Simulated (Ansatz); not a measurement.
C2H6OSi, SMILES `[SiH3]C1CO1`. Charge 0, multiplicity 1.

```xyz
10

Si   -0.705    0.988    0.764
C     0.190   -0.585    0.274
C     0.626   -0.812   -1.109
O     1.557   -0.415   -0.130
H    -2.167    0.725    0.843
H    -0.232    1.461    2.090
H    -0.434    2.023   -0.266
H     0.029   -1.481    0.874
H     0.405   -0.070   -1.874
H     0.733   -1.834   -1.465
```

Give the diagnostics of a CCSD(T)/def2-TZVPP run (frozen core, Ansatz). (An estimate is asked.)

Computed: T1 = 0.0118, largest single amplitude 0.014, largest double 0.015, (T) share of the correlation energy 3.9 %, 9 CCSD cycles. The RHF solution is stable towards an unrestricted one. T1 lies under the customary mark of 0.02 for closed shells.
